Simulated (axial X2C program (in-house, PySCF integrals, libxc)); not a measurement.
**Spin–orbit effects down a group: molecules with I (ions), HF**

All values come from calculations with an in-house relativistic program for diatomic molecules, spin-free (one-electron X2C) or two-component (2c: spin–orbit coupling with atomic mean-field Coulomb and Gaunt terms, which also bring small scalar terms), in Dyall basis sets with cores contracted in-house; open shells are unrestricted.

Basis sets: Ge dyall-cv3z, I dyall-cv3z, Si dyall-v3z, Sn dyall-cv3z.

```tsv
molecule	spin-free state	Re (Å)	ωe (cm⁻¹)	De (eV)	2c state	Re 2c (Å)	ωe 2c (cm⁻¹)	De 2c (eV)
SiI⁺	M_S = 0, Λ = 0	2.320	463.3	2.61	Ω = 0	2.324	459.7	2.33
GeI⁺	M_S = 0, Λ = 0	2.403	307.8	2.32	Ω = 0	2.407	304.9	n/a
SnI⁺	M_S = 0, Λ = 0	2.603	244.9	2.11	Ω = 0	2.608	242.3	n/a
```

(1) Work out the shifts from the spin-free to the two-component result.

Fragments in 2c: I + Si+, I + Ge+, I + Sn+. Each entry is the lowest single determinant of a limited PBE0 search at one distance. De goes to single-determinant-based atoms at the same level (for ions the charge split of lowest energy) and is withheld (n/a) where an atom does not fit its ground term or J level. Main or longest-lived isotopes. Some light 2c atoms are not at their ground J level, so De misses part of their lowering (0.04 eV or less).

Answers

(1) 

| molecule | 2c state | ΔRe (Å) | Δωe (cm⁻¹) | ΔDe (eV) |
| --- | --- | --- | --- | --- |
| SiI⁺ | Ω = 0 | 0.004 | -3.6 | -0.28 |
| GeI⁺ | Ω = 0 | 0.004 | -2.9 | n/a |
| SnI⁺ | Ω = 0 | 0.005 | -2.6 | n/a |

Shifts of one unit in the last digit are rounding.
